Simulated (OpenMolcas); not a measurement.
An atom or ion with 48 electrons was computed by SS-RASPT2, IPEA 0.25 Eh, imaginary shift 0.1 Eh with spin-orbit coupling (OpenMolcas, ANO-RCC-VTZP, DKH2). The lowest levels that the run gave, each within 12 % of the measured value where one is at hand:

```csv
J,Parity,E (cm-1),g
0,even,0.0,
0,odd,53740,
1,odd,55150,1.498
2,odd,58460,1.501
1,odd,78810,1.003
```

Q: Which ion is it, and what are the configurations and terms?

A: Sn III (Z = 50, charge +2; active space 2 electrons in 9 orbitals (RAS2 5s 5p; RAS3 5d, at most 2 electrons)). J, parity and g give the terms where levels are pure, and mixed ones are named by the computed weights; the size of the splittings, set against known spectra of the 48-electron sequence, gives the charge. In order, with the measured energies in cm-1 (Moore, Atomic Energy Levels, vol. III, NSRDS-NBS 35 (1971 reprint of NBS Circular 467, 1958)): 5s2 1S0, 5s 5p 3P* 0 (53548), 5s 5p 3P* 1 (55196), 5s 5p 3P* 2 (59229), 5s 5p 1P* 1 (79911).

Active for correlation alone: 5d; no level in the range computed is led by a configuration that fills it, so any true level of that kind is missing. Computed and measured levels are paired by configuration, term and J; levels that our copy of the source lacks, or whose pairing is in doubt (as where it misses far off the trend of its configuration), stay unpaired and out of the deviations. Levels of configurations outside the active space are missing.

* marks odd parity.
